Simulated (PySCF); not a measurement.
HOSn, SMILES [OH+]=[Sn] (connectivity only; charge and spin as stated), charge +1, multiplicity 1. Atoms are numbered in the order given.

```xyz
3

O      0.0000     0.0000    -1.5649
Sn     0.0000     0.0000     0.3010
H      0.0000     0.0000    -2.5290
```
Charge +1, spin multiplicity 1.

Geometry: r2SCAN-D4/def2-TZVP. The isomer is the one that the SMILES or the coordinates give; other isomers of the formula were not compared. The def2 effective core potentials stand for the cores of Sn; spin–orbit coupling is left out.

All values below come from r2SCAN-D4/def2-TZVP run with PySCF.

Frequencies are harmonic and unscaled.

Modes within 1.5 cm⁻¹ of each other (mostly degenerate sets) share a row, with their intensities summed.

| mode | ν (cm⁻¹) | IR (km/mol) | Raman (Å⁴/amu) | depolarisation | moving atoms (share of kinetic energy) |
|---|---|---|---|---|---|
| 1–2 | 115 | 450.5 | 0.8 | 0.75 | H 87 %, O 13 % |
| 3 | 759 | 84.7 | 18.3 | 0.33 | O 82 %, Sn 13 % |
| 4 | 3823 | 425.4 | 214.5 | 0.28 | H 94 % |
